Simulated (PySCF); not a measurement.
Cl₂Hf, SMILES [Cl][Hf][Cl], multiplicity 1.

The structure is a stationary point at PBE-D3(BJ)/def2-TZVP. The geometry has at least one imaginary mode, so it is a saddle point at that level. The spin state was assumed, not searched. The def2 effective core potentials stand for the cores of Hf; spin–orbit coupling is left out.

These are PySCF with PBE-D3(BJ)/def2-TZVP values and carry that method's errors.

Frequencies are harmonic and unscaled.

Modes within 1.5 cm⁻¹ of each other (mostly degenerate sets) share a row, with their intensities summed.

```
mode  ν (cm⁻¹)  IR (km/mol)  moving atoms (share of kinetic energy)
----  --------  -----------  --------------------------------------
1–2        35i          1.9                        Cl 72 %, Hf 28 %
3          360          0.0                                Cl 100 %
4          373        116.1                        Cl 72 %, Hf 28 %
```
